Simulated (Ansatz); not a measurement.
The cluster Mg₂Zn₂, relaxed as a quintet with UKS PBE/def2-SVP in Ansatz, starting from the PBE/def2-SVP geometry of the neutral singlet. Force threshold 0.02 eV/Å.

At PBE/def2-SVP a singlet of charge 0 lies 3.18 eV below the quintet, each at its own geometry. The structure comes from a short search, and lower isomers may exist.

Start:

Cartesian coordinates in Å:
```
Mg -0.543 -1.520 0.844
Mg -0.068 -0.048 -1.820
Zn -0.909 1.237 0.522
Zn 1.520 0.332 0.454
```

| step | energy (eV) | largest force component (eV/Å) | SCF passes |
| --- | --- | --- | --- |
| 1 | -107685.8579 | 0.516 | 39 |
| 2 | -107686.0063 | 0.185 | 39 |
| 3 | -107686.0436 | 0.081 | 42 |
| 4 | -107686.0437 | 0.081 | 33 |
| 5 | -107686.0449 | 0.037 | 38 |
| 6 | -107686.0452 | 0.008 | 41 |
| 7 | -107686.0452 | 0.001 | 34 |
| 8 | -107686.0452 | 0.002 | 29 |
| 9 | -107686.0452 | 0.004 | 34 |
| 10 | -107686.0453 | 0.012 | 33 |
| 11 | -107686.0458 | 0.032 | 36 |
| 13 | -107686.0733 | 0.155 | 40 |
| 15 | -107686.2256 | 0.257 | 41 |
| 17 | -107686.2698 | 0.044 | 41 |
| 19 | -107686.2719 | 0.008 | 37 |
| 21 | -107686.2722 | 0.005 | 41 |
| 23 | -107686.2779 | 0.036 | 42 |
| 25 | -107686.2914 | 0.101 | 43 |
| 27 | -107686.3005 | 0.046 | 38 |
| 29 | -107686.3059 | 0.042 | 41 |
| 31 | -107686.3191 | 0.191 | 45 |
| 33 | -107686.4177 | 0.130 | 44 |
| 35 | -107686.4403 | 0.013 | 41 |

Force components are those of the run's own axes.

End:

| atom | x (Å) | y (Å) | z (Å) |
| --- | --- | --- | --- |
| Mg1 | -1.784 | -1.435 | 1.000 |
| Mg2 | -0.119 | -0.155 | -1.538 |
| Zn3 | 0.169 | 0.171 | 1.122 |
| Zn4 | 1.733 | 1.420 | -0.584 |

Bonds lost: Mg1–Zn4 (atoms count from 1).

The force fell under the threshold at step 6, but the optimiser went on and released 0.395 eV more. No frequencies were taken in this run, so the end may be a saddle point.

Run time 3.1 min (2 threads of Arm Neoverse V1 on a shared host).
